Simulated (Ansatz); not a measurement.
```yaml
crystal:
  periodic: [false, false, false]
  atoms:
    - {symbol: O, position_ang: [0.728317, 2.133202, -0.513838]}
    - {symbol: C, position_ang: [0.303933, 0.901470, -0.182763]}
    - {symbol: C, position_ang: [-0.112801, 0.466016, 1.030439]}
    - {symbol: Si, position_ang: [-0.544430, -1.322920, 0.752072]}
    - {symbol: Si, position_ang: [0.167880, -0.591630, -1.336487]}
    - {symbol: H, position_ang: [0.699107, 2.705911, 0.263239]}
    - {symbol: H, position_ang: [-0.150995, 1.101154, 1.916001]}
    - {symbol: H, position_ang: [-1.975612, -1.682497, 0.951240]}
    - {symbol: H, position_ang: [0.279799, -2.312082, 1.500037]}
    - {symbol: H, position_ang: [-0.796831, -0.411809, -2.455125]}
    - {symbol: H, position_ang: [1.466935, -1.043715, -1.904315]}
basis:
  gaussian: {orbitals: aug-cc-pVTZ, point_charges: [{charge: 0.50, position_ang: [5.876, 0.940, 0.927]}]}
total_charge: 1
magnetization: {spin_polarized: true, initial_magnetization: 1}
hamiltonian: {xc: {name: BHLYP}, dispersion: d4}
output: {forces: true}
```

```sh
$ ansatz run in.yaml --threads 4 --pin off --events-out ev --progress --plain --max-ram 10444MiB
```

It prints (some lines left out):

```
Functional definition: BHLYP
1828 factors; their error is unknown
mean field evaluation 1: about -19948.5195 eV, gradient 5.4e1 eV
mean field evaluation 2: about -19931.9811 eV, gradient 7.7e1 eV
mean field evaluation 4: about -19961.5179 eV, gradient 5.6e0 eV
mean field evaluation 8: about -19961.6979 eV, gradient 2.9e-1 eV
mean field evaluation 16: about -19962.2193 eV, gradient 1.1e0 eV
mean field evaluation 32: about -19962.5289 eV, gradient 2.3e0 eV
mean field -19962.57124761 eV, -733.6109622329 hartree, gradient 1.7e-5 eV, S^2 0.760332; 2 other end points of the search recorded, 0 dependent functions left out
reference -19962.57146041 eV, -733.6109700533 hartree; 27, 26 occupied and 349, 350 virtual orbitals, 1828 factors
Total energy: -19962.89584523 eV, -733.6228909755 hartree
Atom 0 at     0.728317     2.133202    -0.513838 Å, force    -1.005139    -2.496065     1.555599 eV/Å
Atom 1 at     0.303933     0.901470    -0.182763 Å, force     1.781354     3.489220    -3.483461 eV/Å
Atom 2 at    -0.112801     0.466016     1.030439 Å, force    -0.633987     0.623343     3.289500 eV/Å
Atom 3 at    -0.544430    -1.322920     0.752072 Å, force    -0.571537    -1.963886    -0.134012 eV/Å
Atom 4 at     0.167880    -0.591630    -1.336487 Å, force    -0.072609    -1.167048    -1.432289 eV/Å
Atom 5 at     0.699107     2.705911     0.263239 Å, force     0.053750     0.297887    -0.257317 eV/Å
Atom 6 at    -0.150995     1.101154     1.916001 Å, force     0.004128    -0.143445    -0.249484 eV/Å
Atom 7 at    -1.975612    -1.682497     0.951240 Å, force     0.257766     0.412988     0.010547 eV/Å
Atom 8 at     0.279799    -2.312082     1.500037 Å, force     0.021798     0.486159    -0.033838 eV/Å
Atom 9 at    -0.796831    -0.411809    -2.455125 Å, force     0.141829     0.179163     0.396704 eV/Å
Atom 10 at     1.466935    -1.043715    -1.904315 Å, force    -0.150570     0.275620     0.324230 eV/Å
Dipole moment:    -0.101049     0.369744     0.462269 e Å
```

Run time 32 s (4 threads of an Intel Xeon Platinum 8488C on a shared host); peak host memory 2.6 GiB.
